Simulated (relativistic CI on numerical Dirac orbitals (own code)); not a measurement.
# L2,3 absorption of copper in several valence states

Computed multiplet spectra 2p⁶3dⁿ → 2p⁵3dⁿ⁺¹ (Dirac-Coulomb-Breit ions, Slater integrals scaled by 0.9, an assumed crystal field that grows with the charge, no charge transfer; 300 K; Lorentzian 0.4 eV and Gaussian 0.3 eV FWHM at both edges, so that L2 comes out sharper than in experiment). Peaks over 5 % are given in eV from the highest peak in the L3 region of each spectrum (height, largest 100). S of the lowest state is read from ⟨S²⟩, and the branching ratio is the share of L3, cut at the minimum between the edges.

Field parameters in Wybourne normalisation: Oh B⁴₀ = 21Dq, B⁴₄ = √(5/14) B⁴₀. The field is a parameter set, without covalency.

- Cu²⁺ (d9, Oh, 10Dq = 9700 cm⁻¹): S = 0.50, branching ratio 0.75; peaks 0.0 (100), 20.2 (34)
- Cu³⁺ (d8, Oh, 10Dq = 12550 cm⁻¹): S = 1.00, branching ratio 0.75; peaks 0.0 (100), 1.3 (13), 2.8 (25), 3.9 (7), 20.3 (25), 21.9 (29)
- Cu⁴⁺ (d7, Oh, 10Dq = 15400 cm⁻¹): S = 1.50, high spin, branching ratio 0.84; peaks -4.8 (60), -3.2 (74), -2.8 (74), -1.7 (83), 0.0 (100), 0.9 (29), 1.8 (15), 2.8 (11), 3.6 (8), 18.6 (21), 19.7 (26), 20.2 (23)

The centroid of the whole edge, which also moves with the branching ratio, lies at 936.9 (Cu²⁺), 940.6 (Cu³⁺), 941.8 (Cu⁴⁺) eV in this ionic model, in steps of 1.2 to 3.7 eV. Compounds show about 1 to 2 eV a unit and lower energies for the high valences, since ligands screen the charge. The multiplet shape follows the d count and the spin state, and so serves as a fingerprint of valence. Real compounds of Cu⁴⁺ are mostly low spin, since covalency shrinks the Slater integrals more than this scale does.
